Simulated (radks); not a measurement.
The nickel ion Ni2+, 26 electrons, occupied as [Ar] 3d8. All-electron calculation, scalar-relativistic Kohn-Sham, r2SCAN, spin-unpolarised, spherical densities, finite nucleus; meta-GGA in the generalised Kohn-Sham scheme; Fermi nuclear charge, rms radius 3.7757 fm; hard spherical wall at 4 bohr. Program: a radial shooting solver on a logarithmic mesh with Libxc functionals. Some entries of the table are withheld. Estimate them.

| orbital | occ. | eigenvalue (eV) | <r^2> (bohr^2) |
|---|---|---|---|
| 1s | 2 | -8258.004 | (1) |
| 2s | 2 | (2) | 0.07057 |
| 2p | 6 | (3) | 0.05685 |
| 3s | 2 | -133.9688 | 0.6334 |
| 3p | 6 | -92.8431 | (4) |
| 3d | 8 | (5) | 1.173 |
| 4s | 0 | -18.8324 | 4.676 |
| 4p | 0 | -10.1627 | 5.338 |
| 4d | 0 | (6) | 6.132 |

Answer. 
(1) 1s <r^2> (bohr^2): 0.003938
(2) 2s eigenvalue (eV): -1010.663
(3) 2p eigenvalue (eV): -870.4689
(4) 3p <r^2> (bohr^2): 0.7167
(5) 3d eigenvalue (eV): -27.9696
(6) 4d eigenvalue (eV): 4.5984
